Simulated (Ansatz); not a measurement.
System: SiF2, net charge 0, triplet state. This is an excited triplet: at this geometry the singlet lies 3.07 eV lower at RI-MP2/CBS(aug-cc-pV(T+d)Z,aug-cc-pV(Q+d)Z)+[CCSD(T)-MP2]/aug-cc-pV(T+d)Z. 
Coordinates optimised at B3LYP-D3(BJ)/def2-TZVP (Ansatz, a quantum-chemistry and plane-wave program):
```xyz
3

Si     0.0011    -0.0027     0.4926
F      1.1125    -0.7543    -0.3897
F     -1.1142     0.7585    -0.3765
```
Charge 0, spin multiplicity 3.

Basis-set convergence of Hartree-Fock and CCSD(T) correlation energies (hartree) with Ansatz. Correlated levels leave the core frozen unless marked. UHF or UKS for open shells. No spin-orbit coupling. Non-relativistic.

```tsv
basis	functions	E(HF)	E(corr, CCSD(T))
cc-pV(D+d)Z	51	-487.81936	-0.44426
cc-pV(T+d)Z	99	-487.92015	-0.59292
cc-pV(Q+d)Z	174	-487.94494	-0.64645
```

Extrapolating the two largest sets (X = 3 and 4) as X^-3: E(corr) = (64·(-0.64645) - 27·(-0.59292))/37 = -0.6855 Eh, an estimate of the basis-set limit. The largest set recovers 94.3 % of it, the smallest 64.8 %.
